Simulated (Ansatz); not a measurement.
`C[O][GaH2]` + `CCN` → `CC[NH][GaH2]` + CH₃OH at 700 K and 1 bar (ligand exchange at a Ga–O bond).

Calculated with Ansatz (gas phase, PBE0-D4/def2-TZVP geometries, no zero-point term in ΔE). CCSD(T)/CBS is the MP2 limit (def2-TZVPP, def2-QZVPP) plus CCSD(T) − MP2 in def2-TZVPP, frozen cores. This one scheme is used for every species. For Ga outer-core shells are correlated without core-valence functions, which leaves a few kJ/mol of doubt a bond. Scalar relativity is left out up to krypton. Each species was taken in one conformer, which may not be the lowest.

```
       species  CCSD(T)/CBS energy (Eh)  H − E (kJ/mol)  S (J/(mol·K))
  `C[O][GaH2]`              -2040.16771           201.4          387.4
         `CCN`               -135.01652           298.7          354.6
`CC[NH][GaH2]`              -2059.56475           329.8          453.1
         CH₃OH               -115.61712           170.8          288.5
```

H − E and S are ideal-gas, rigid-rotor, harmonic terms from PBE0-D4/def2-TZVP, for one conformer and one mirror image of each species. 1 Eh = 2625.50 kJ/mol, R = 8.31446 J/(mol·K).

Q: By hand: ΔE, ΔH, ΔS and ΔG.

A: ΔE = (-2059.56475) + (-115.61712) − (-2040.16771) − (-135.01652) = 0.00236 Eh = 6.2 kJ/mol. Δ(H − E) = 329.8 + 170.8 − 201.4 − 298.7 = 0.5, so ΔH = 6.7 kJ/mol. ΔS = 453.1 + 288.5 − 387.4 − 354.6 = -0.4 J/(mol·K). ΔG = 6.7 − 700 × (-0.4)/1000 = 7.0 kJ/mol.

Q: By hand: the equilibrium constant, and the temperature at which ΔG would vanish if ΔH and ΔS stayed fixed.

A: log₁₀ K = −ΔG/(RT ln 10) = -0.5. ΔH and −TΔS have one sign here, so there is no such temperature. One of them is within its doubt of zero, so this could turn.

The number of gas molecules stays the same, so ΔS is small and ΔH decides. A doubt of 5 kJ/mol in ΔE shifts log₁₀ K by 0.4 here. Other conformers and mirror images would add mixing entropy, several J/(mol·K) or more a flexible species. These are equilibria of isolated gas molecules and say nothing of rates. Largest T1 diagnostic: 0.015 (customary marks: 0.02 for closed shells, 0.045 for open ones).
